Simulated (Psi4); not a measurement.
HBrF2GeO (SMILES [OH][Ge]([F])([F])[Br]), singlet, at a GFN2-xTB geometry, atoms displaced at random by about 0.03 Å a coordinate; B3LYP/STO-3G, gradient run with Psi4.

Psi4 was given this input:
```
memory 2 GB

molecule mol {
0 1
O     1.994666   -0.025868   -0.321199
Ge    0.357267   -0.521667    0.024603
F     0.321843   -1.319555    1.487729
F    -0.083448   -1.707786   -1.071308
Br   -0.971399    1.265444   -0.063048
H     2.654755   -0.743355   -0.330321
symmetry c1
no_reorient
no_com
}

set {
  basis sto-3g
  reference rks
}

gradient('b3lyp')
print_variables()
```

Output, abridged:

```
gradient() will perform analytic gradient computation.

   => Loading Basis Set <=

    Name: STO-3G
    Role: ORBITAL
    Keyword: BASIS

         ---------------------------------------------------------
                                   SCF
               by Justin Turney, Rob Parrish, Andy Simmonett
                          and Daniel G. A. Smith
                              RKS Reference
         ---------------------------------------------------------

  ==> Geometry <==

    Molecular point group: c1
    Full point group: C1

    Geometry (in Angstrom), charge = 0, multiplicity = 1:

       Center              X                  Y                   Z               Mass
    ------------   -----------------  -----------------  -----------------  -----------------
         O            1.994666000000    -0.025868000000    -0.321199000000    15.994914619570
         GE           0.357267000000    -0.521667000000     0.024603000000    73.921177761000
         F            0.321843000000    -1.319555000000     1.487729000000    18.998403162730
         F           -0.083448000000    -1.707786000000    -1.071308000000    18.998403162730
         BR          -0.971399000000     1.265444000000    -0.063048000000    78.918337600000
         H            2.654755000000    -0.743355000000    -0.330321000000     1.007825032230

  Running in c1 symmetry.

  Rotational constants: A =      0.12363  B =      0.04355  C =      0.04289 [cm^-1]
  Rotational constants: A =   3706.19026  B =   1305.47337  C =   1285.77653 [MHz]
  Nuclear repulsion =  736.585047902854626

  Charge       = 0
  Multiplicity = 1
  Electrons    = 94
  Nalpha       = 47
  Nbeta        = 47

  ==> Algorithm <==

  SCF Algorithm Type is DF.
  DIIS enabled.
  MOM disabled.
  Fractional occupation disabled.
  Guess Type is SAD.
  Energy threshold   = 1.00e-08
  Density threshold  = 1.00e-08
  Integral threshold = 1.00e-12

  ==> Primary Basis <==

  Basis Set: STO-3G
    Blend: STO-3G
    Number of shells: 26
    Number of basis functions: 52
    Number of Cartesian functions: 54
    Spherical Harmonics?: true
    Max angular momentum: 2

  ==> DFT Potential <==

   => LibXC <=

    Version 7.1.2
    S. Lehtola, C. Steigemann, M. J. T. Oliveira, and M. A. L. Marques,  SoftwareX 7, 1–5 (2018) (10.1016/j.softx.2017.11.002)

   => Composite Functional: B3LYP <=

    B3LYP Hyb-GGA Exchange-Correlation Functional

[...]
  @DF-RKS Final Energy: -4870.63438410497020
    Total Energy =                      -4870.6343841049701950
[...]
    Number of shells: 201
    Number of basis functions: 781
    Number of Cartesian functions: 1041
    Spherical Harmonics?: true
    Max angular momentum: 5

  ==> DFT Potential <==

   => LibXC <=

    Version 7.1.2
    S. Lehtola, C. Steigemann, M. J. T. Oliveira, and M. A. L. Marques,  SoftwareX 7, 1–5 (2018) (10.1016/j.softx.2017.11.002)

   => Composite Functional: B3LYP <=

    B3LYP Hyb-GGA Exchange-Correlation Functional

    P. J. Stephens, F. J. Devlin, C. F. Chabalowski, and M. J. Frisch,  J. Phys. Chem. 98, 11623 (1994) (10.1021/j100096a001)

    Deriv               =              1
    GGA                 =           TRUE
    Meta                =          FALSE

    Exchange Hybrid     =           TRUE
    MP2 Hybrid          =          FALSE

   => Exchange Functionals <=

    0.0800   Slater exchange
    0.7200         Becke 88

   => Exact (HF) Exchange <=

    0.2000               HF

   => Correlation Functionals <=

    0.1900   Vosko, Wilk & Nusair (VWN5_RPA)
    0.8100   Lee, Yang & Parr

   => LibXC Density Thresholds  <==

    XC_HYB_GGA_XC_B3LYP:  1.00E-15

   => Molecular Quadrature <=

    Radial Scheme          =       TREUTLER
    Pruning Scheme         =           NONE
    Nuclear Scheme         =       TREUTLER

    Blocking Scheme        =         OCTREE
    BS radius alpha        =              1
    Pruning alpha          =              1
    Radial Points          =             75
    Spherical Points       =            302
    Total Points           =         125579
    Total Blocks           =           1015
    Max Points             =            256
    Max Functions          =             47
    Weights Tolerance      =       1.00E-15

  -Total Gradient:
     Atom            X                  Y                   Z
    ------   -----------------  -----------------  -----------------
       1        0.041692368239    -0.046195257287    -0.000684887651
       2       -0.034529022139     0.006871723610     0.007695851201
       3        0.002839884835     0.003283866847    -0.011642391344
       4        0.005322759930     0.005387579255     0.006843625778
       5        0.005273638394    -0.009369345150     0.000162690037
       6       -0.020046591142     0.040026076513    -0.002394798992

  Variable Map:
  ----------------------------------------------------------------------------
[...]
  Array Variable Map:
  ----------------------------------------------------------------------------
[...]
[...]
```
